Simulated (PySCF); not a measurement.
Molecule: `COC/P=C(\C)F`, C4H8FOP.

Geometry (Å), atoms numbered from 1 in this order:
```xyz
15

C     2.2014   -0.0221    0.2868
O     1.0710   -0.8110    0.0139
C     0.4470   -0.4860   -1.1978
P    -0.4120    1.2036   -1.2116
C    -1.5581    0.9586   -0.0070
C    -1.8675   -0.1966    0.8758
F    -2.3836    2.0124    0.2195
H     2.5915   -0.3551    1.2463
H     1.9334    1.0407    0.3465
H     2.9670   -0.1482   -0.4875
H    -0.2923   -1.2674   -1.3924
H     1.1760   -0.4811   -2.0213
H    -1.0224   -0.8737    0.9437
H    -2.1202    0.1721    1.8697
H    -2.7356   -0.7381    0.4935
```

Frames of a GFN2-xTB Langevin trajectory at 600 K; GIAO PBE0/pcSseg-1 shieldings in PySCF, gas phase, non-relativistic; equivalent atoms averaged within each frame.

Chemical shifts δ = σref − σ; ¹³C (σref 186.93), ¹H (σref 31.72) against TMS; ¹⁷O (σref 336.08) vs H2O; ³¹P (σref 318.38) against H3PO4; ¹⁹F (σref 170.95) vs CFCl3, all at this level. The references are static minima.

How do the shifts (ppm) fluctuate along the trajectory?

Answers


```
         time (fs)     C5    C3    C1    C6    O2     P4    F7  H11/H12  H8/H9/H10  H13/H14/H15
optimised geometry  244.9  71.2  59.7  26.3  24.1  177.3  -8.2     4.37       3.54         2.83
               250  256.8  80.2  54.2  32.2  21.1  198.5   2.6     4.11       3.51         2.89
               425  241.3  82.0  60.2  24.1  36.1  182.8  -0.8     5.92       4.49         3.87
               625  259.0  84.2  63.3  31.9  74.5  168.1  21.7     6.04       3.92         3.07
               800  230.8  77.9  57.3  26.4  10.6  121.8  -5.1     4.84       4.07         3.35
              1000  254.0  77.3  70.5  30.9  23.2  214.2   2.9     5.75       4.23         4.58
    mean of frames  248.4  80.3  61.1  29.1  33.1  177.1   4.3     5.33       4.04         3.55
standard deviation   12.0   2.9   6.2   3.6  24.9   35.4  10.3     0.83       0.36         0.68
```

5 frames give an uncertainty of the mean of about the standard deviation over 2.2 at best, since frames this close in time may not be independent; classical motion lacks zero-point vibration, and the reference would need the same averaging.
